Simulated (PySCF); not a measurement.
C2H10O2Si2, SMILES [SiH2](O[SiH3])[C@@H](O)C.

Geometry optimised at ωB97X-D3(BJ)/def2-SVP. The structure was generated by enumeration; whether it is a known compound was not checked. One conformer was computed; it need not be the lowest.

Level of theory: SMD-PBE0/6-31G* run with PySCF.

Solvation free energies are E(SMD) − E(gas) at the gas-phase geometry, for 1 M in both phases. In vacuum the dipole moment is 1.49 D.

Problem. Estimate the solvation free energies in water, n-hexane, toluene. (An estimate is asked for; the answer gives what the named calculation found.)

Solution. 
| solvent | ΔG(solv) (kcal/mol) | its non-electrostatic (CDS) part | dipole (D) |
|---|---|---|---|
| water | -1.8 | 4.3 | 1.99 |
| n-hexane | -2.6 | -1.7 | 1.59 |
| toluene | -2.9 | -1.7 | 1.61 |
